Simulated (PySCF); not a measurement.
AlClH4O2Si, SMILES [SiH3][O][Al]([OH])[Cl].

Geometry: PBE0-D3(BJ)/def2-SVP. The structure was generated by enumeration; whether it is a known compound was not checked. One conformer was computed; it need not be the lowest.

Calculation: PBE/def2-TZVP run with PySCF.

The molecule is in vacuum.

Estimate the frontier levels, gap, dipole moment and polarisability. (An estimate is asked for; the answer gives what the named calculation found.)


```
Property                                                                                                       Result
---------------------------------------------------------------------------------------------  ----------------------
highest occupied level                                                                                       -7.41 eV
lowest empty level                                                                                           -1.79 eV
orbital gap                                                                                                   5.61 eV
dipole moment                                                                                                  1.96 D
quadrupole, principal values (traceless, Buckingham form, about the centre of nuclear charge)   -8.10, 3.36, 4.74 D·Å
mean static polarisability                                                                       67.4 bohr³ (9.99 Å³)
polarisability, principal values                                                               56.7, 68.3, 77.2 bohr³
```
